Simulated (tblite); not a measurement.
Compound: C5H10O2SSi2.
Bonds: Si1–O2, O2–C3, C3–C4, C4–C5 (aromatic), C5–S6 (aromatic), S6–C7 (aromatic), C7–C8 (aromatic), C8–O9, O9–Si10, C4–C8 (aromatic). Hydrogens: H11, H12, H13 on Si1; H14, H15 on C3; H16 on C5; H17 on C7; H18, H19, H20 on Si10.

Computed geometry: GFN2-xTB, gas phase.

List the bond lengths, angles and torsions at this level.

```tsv
bond	length (Å)
Si1–O2	1.620
O2–C3	1.391
C3–C4	1.496
C4–C5	1.355
C5–S6	1.719
S6–C7	1.719
C7–C8	1.360
C8–O9	1.343
O9–Si10	1.628
C4–C8	1.431
Si1–H11, Si1–H13	1.467
Si1–H12	1.452
C3–H14, C3–H15	1.100
C5–H16	1.071
C7–H17	1.071
Si10–H18, Si10–H19	1.464
Si10–H20	1.453
```

Bonds in one row agree within 0.01 Å and their mean is given. A selection of angles:
```tsv
angle	degrees
O2–Si1–H11	111.3
O2–Si1–H12	98.8
H11–Si1–H12	113.8
H11–Si1–H13	107.6
Si1–O2–C3	128.5
O2–C3–C4	111.3
O2–C3–H14	110.3
C4–C3–H14	108.9
H14–C3–H15	107.0
C3–C4–C5	126.3
C3–C4–C8	121.7
C5–C4–C8	112.0
C4–C5–S6	112.3
C4–C5–H16	127.5
S6–C5–H16	120.2
C5–S6–C7	91.4
S6–C7–C8	111.7
S6–C7–H17	120.5
C8–C7–H17	127.8
C7–C8–O9	126.8
C4–C8–C7	112.6
C4–C8–O9	120.6
C8–O9–Si10	132.9
O9–Si10–H18	110.7
O9–Si10–H20	98.2
H18–Si10–H19	109.0
H18–Si10–H20	113.9
```

Torsions: Si1–O2–C3–C4 180° (antiperiplanar); O2–C3–C4–C5 0° (synperiplanar); C7–C8–O9–Si10 0° (synperiplanar).

Of the pairs four or more bonds apart, Si10···H17 is among the closest relative to their van der Waals radii: 3.12 Å, 95 % of the sum of Bondi's values. Si10 (oxygen-bound silicon) is distorted tetrahedral (angles from 98.2° to 113.9°). S6 (thiophene-type sulfur) is bent (angle 91.4°). The 5-membered ring C4–C5–S6–C7–C8 has internal angles of 91.4° to 112.6° (sum 540°, against 540° for a flat polygon); it is planar, 0.00 Å rms from its mean plane, widest ring torsion 0°. The 10 heavy atoms lie in one plane (0.001 Å rms). The C–O distances run from 1.343 Å (C8–O9, drawn single) to 1.391 Å (O2–C3, drawn single), a spread of 0.048 Å. The C–C distances run from 1.355 Å (C4–C5, aromatic) to 1.496 Å (C3–C4, drawn single), a spread of 0.141 Å.

Point group: Cs (tolerance 0.08 Å). Its GFN2-xTB frequencies are all real (lowest 19 cm⁻¹). The numbers are those of one conformer.

Time: 0.95 s of wall time. Hardware: one thread, Arm Neoverse N1 (aarch64) (shared host). These figures are those of the optimisation.
